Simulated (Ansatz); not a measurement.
Compare A (`C=C1O[SiH]1N`) with its isomer B (`O[SiH2]C1=NC1`).

Isolated molecules relaxed with PBE0-D4/def2-TZVP in Ansatz; ΔE leaves out vibrations. CCSD(T)/CBS adds triple-zeta CCSD(T) − MP2 to the extrapolated MP2 energy (def2 sets, frozen cores). Functionals use def2-TZVPP. B3LYP here is the variant with VWN-RPA as its local correlation; programs differ in this. Each species was taken in one conformer, which may not be the lowest.

Task: Which is lower in electronic energy at CCSD(T)/CBS, and by how much? (Best estimate.)

Result: The calculation gave: A, by 16.7 kcal/mol.

Task: Give E(B) − E(A) in kcal/mol with B3LYP, PBE0-D4, CCSD(T)/def2-TZVPP, B2PLYP, CCSD/def2-TZVPP, r2SCAN-D4, MP2/def2-TZVPP. (Estimate.)

Result: Ansatz gave: B3LYP 18.2, PBE0-D4 18.1, CCSD(T)/def2-TZVPP 15.2, B2PLYP 17.2, CCSD/def2-TZVPP 14.8, r2SCAN-D4 19.9, MP2/def2-TZVPP 15.1. None reverses the order clearly.

Largest T1 diagnostic: 0.014.

In def2-TZVPP, CCSD(T) changes the Hartree–Fock value by +2.1 kcal/mol (the triples alone add +0.3 kcal/mol) and MP2 by +2.1 kcal/mol. From PBE to PBE0 (25 % exact exchange), in def2-TZVPP and without D4, E(B) − E(A) moves by −0.9 kcal/mol.
